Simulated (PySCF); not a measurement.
# Löwdin shares of the frontier orbitals

C₃H₅FN₂Si.
Z-matrix (Å and degrees, GFN2-xTB geometry), rows numbered from 1:
```
F 
C   1  1.3255
N   2  1.2884  1  125.60
C   3  1.3708  2  103.94  1   179.98
C   4  1.3570  3  110.01  2    -0.01
N   2  1.3550  1  118.97  3   179.98
Si  6  1.7601  2  125.70  1    -0.04
H   4  1.0706  3  120.13  2   179.97
H   5  1.0695  4  131.71  3   179.97
H   7  1.4594  6  106.47  2    60.32
H   7  1.4588  6  103.41  2   179.89
H   7  1.4595  6  106.48  2   -60.56
```

The calculation used TDDFT CAM-B3LYP/def2-SVPD, vertical, gas phase, core orbitals frozen in the response (PySCF).

Kohn–Sham orbitals with the atoms that hold most of them (Löwdin shares over 4%, at most four atoms; ? is withheld):

```json
{"orbital": "HOMO-3", "ε (eV)": "-12.21", "atoms": "Si7 40%, H11 30%, H12 10%, H10 10%"}
{"orbital": "HOMO-2", "ε (eV)": "-9.86", "atoms": "N3 32%, N6 29%, C4 12%, C2 8%"}
{"orbital": "HOMO-1", "ε (eV)": "-9.79", "atoms": "?"}
{"orbital": "HOMO", "ε (eV)": "?", "atoms": "C5 30%, C4 24%, C2 16%, N3 9%"}
{"orbital": "LUMO", "ε (eV)": "0.67", "atoms": "?"}
{"orbital": "LUMO+1", "ε (eV)": "0.98", "atoms": "Si7 60%, H11 10%, H12 10%, H10 10%"}
{"orbital": "LUMO+2", "ε (eV)": "1.44", "atoms": "Si7 20%, C2 15%, N6 14%, C5 12%"}
```

(1) Which atoms hold the HOMO-1, and with what shares?

(2) Give the leading atoms of the LUMO.

(3) What is the HOMO energy, and the HOMO–LUMO gap?

## Answers

(1) N3 (bonded to 2 C) 67%; C4 (bonded to C, N and H) 10%; C2 (bonded to F and 2 N) 10%; C5 (bonded to C, N and H) 4%. By element: nitrogen 67% or more, carbon 24%.

(2) Si7 (bonded to N and 3 H) 42%; H11 (bonded to Si) 11%; H12 (bonded to Si) 11%; H10 (bonded to Si) 11%. By element: silicon 42%, hydrogen 34% or more.

(3) ε(HOMO) = -8.11 eV; the gap is 8.78 eV (0.3227 hartree).

Q: How does S1 compare with the orbital gap of 8.78 eV?

A: S1 is at 6.02 eV (f = 0.0046), 2.76 eV below the gap, made of HOMO→LUMO (92%). 

Next come S2 at 6.54 eV (f 0.078), HOMO→LUMO+2 (93%); S3 at 6.87 eV (f 0.013), HOMO→LUMO+1 (68%), HOMO→LUMO+3 (19%); S4 at 6.97 eV (f 0.043), HOMO→LUMO+4 (77%), HOMO-2→LUMO+2 (12%); S5 at 7.05 eV (f 0.0094), HOMO→LUMO+3 (46%), HOMO→LUMO+5 (32%), HOMO→LUMO+1 (14%).

Löwdin shares depend on the basis, the more so with diffuse functions.

Hardware: one thread of an Arm Neoverse V2, on a shared host. Cost: 33 s of wall time, 0.81 GiB resident at most.
